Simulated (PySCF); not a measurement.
What builds the second ionisation energy along group 13

All values are computed (PySCF 2.14, energy differences of UHF-based or UKS calculations, no spin-orbit coupling). Each column adds one step, in eV (sums use unrounded values): valence MP2, valence CCSD, valence triples, then the next inner shell at CCSD(T) (B 1s, Al 2s 2p, Ga 3s 3p 3d, In 4s 4p 4d, Tl 5s 5p 5d). References (NIST) marked * lie between the lowest fine-structure levels; the others compare directly ((s) semi-empirical, (t) theoretical).

| element | UHF | + MP2 | + CCSD | + (T) | + inner shell | sum | reference |
| --- | --- | --- | --- | --- | --- | --- | --- |
| B [He] 2s2 → [He] 2s1 (x2c-TZVPPall, spin-free X2C) | 23.447 | 0.964 | 0.653 | 0.000 | -0.004 | 25.060 | 25.155 |
| Al [Ne] 3s2 → [Ne] 3s1 (x2c-TZVPPall, spin-free X2C) | 17.559 | 0.748 | 0.319 | 0.000 | 0.124 | 18.749 | 18.829 |
| Ga [Ar] 3d10 4s2 → [Ar] 3d10 4s1 (x2c-TZVPPall, spin-free X2C) | 18.740 | 0.712 | 0.286 | 0.000 | 0.432 | 20.170 | 20.515 |
| In [Kr] 4d10 5s2 → [Kr] 4d10 5s1 (x2c-TZVPPall, spin-free X2C) | 17.035 | 0.621 | 0.258 | 0.000 | 0.805 | 18.719 | 18.870 |
| Tl [Xe] 4f14 5d10 6s2 → [Xe] 4f14 5d10 6s1 (x2c-TZVPPall, spin-free X2C) | 18.396 | 0.527 | 0.191 | 0.000 | 1.066 | 20.180 | 20.428 |

What remains against the references is mostly basis incompleteness.

These are valence bases, so the inner-shell step is incomplete.
